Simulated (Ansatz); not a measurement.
boron atom (B), doublet. Base run: HF/def2-SVP (Ansatz, a program for electronic structure).

Geometry (Å):
```xyz
1

B      0.0000     0.0000     0.0000
```
Charge 0, spin multiplicity 2.
Orbitals are unrestricted.
All else is at Ansatz's defaults.

The base run was repeated with changes; each row names its change, and settings that it needs were set with it.

| change | basis functions | E (Eh) |
|---|---|---|
| base | 14 | -24.50055 |
| basis = ANO-RCC-VDZP; relativity = none | 14 | -24.53204 |
| basis = cc-pVTZ-DK; relativity = spin-free X2C; nucleus = Gaussian | 30 | -24.53880 |
| basis = ANO-RCC-VDZP; relativity = spin-free X2C; nucleus = Gaussian | 14 | -24.53926 |
| basis = cc-pVTZ-DK; relativity = none | 30 | -24.53177 |
| basis = ANO-RCC-VDZP; relativity = spin-free X2C | 14 | -24.53926 |
| basis = jorge-DZP-DKH; relativity = spin-free X2C | 15 | -24.53694 |
| basis = cc-pVTZ-DK; relativity = spin-free X2C | 30 | -24.53880 |
| basis = jorge-DZP-DKH; relativity = spin-free X2C; nucleus = Gaussian | 15 | -24.53694 |
| basis = jorge-DZP-DKH; relativity = none | 15 | -24.52999 |

Total energies compare only within one method and basis.

Ansatz warned in this series: the basis is contracted for relativity, which the run leaves out.

Basis sets contracted for a relativistic Hamiltonian are a mismatch without it, so the rows without relativity aren't non-relativistic limits. No row has spin-orbit coupling; sets with core potentials leave out the core electrons.
